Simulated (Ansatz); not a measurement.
CH6BFSSi, SMILES `C[SiH](F)BS`. Charge 0, multiplicity 1.

```xyz
11

C     0.3537    0.6277    1.3412
Si    0.6246    0.4911   -0.4974
F     0.6161    1.9803   -1.1110
B    -0.7432   -0.6321   -1.4446
S    -1.6026   -1.9713   -0.6861
H     0.4598   -0.3493    1.8217
H    -0.6403    1.0171    1.5728
H     1.0958    1.2946    1.7865
H     1.9817   -0.0735   -0.7557
H    -1.0303   -0.4835   -2.5947
H    -1.1152   -1.9011    0.5671
```

(1) What are the harmonic wavenumbers in cm⁻¹ at PBE0-D4/def2-TZVP (Ansatz, finite differences of forces, unscaled)? (An estimate is asked.)

(2) Is this a minimum?

(3) Give the ideal-gas thermochemistry at 298.15 K and 1 bar (rigid rotor, harmonic oscillator; point group C1, symmetry number 1).

(4) Rotational constants (cm⁻¹)?

Results:

(1) Ansatz gave: 24, 109, 158, 209, 244, 248, 448, 555, 654, 712, 756, 788, 804, 829, 875, 902, 933, 1089, 1276, 1444, 1449, 2190, 2636, 2678, 3048, 3129, 3141.

(2) Yes, all 27 modes are real.

(3) Zero-point energy 187.4 kJ/mol; H(298) − E = 210.4 kJ/mol; entropy 371.8 J/(mol·K), of which translation 167.3, rotation 116.3, vibration 88.3; G(298) − E = 99.6 kJ/mol. Modes under 100 cm⁻¹ are hindered rotations or soft bends, so the harmonic entropy is rough.

(4) 0.1853, 0.0509, 0.04239.
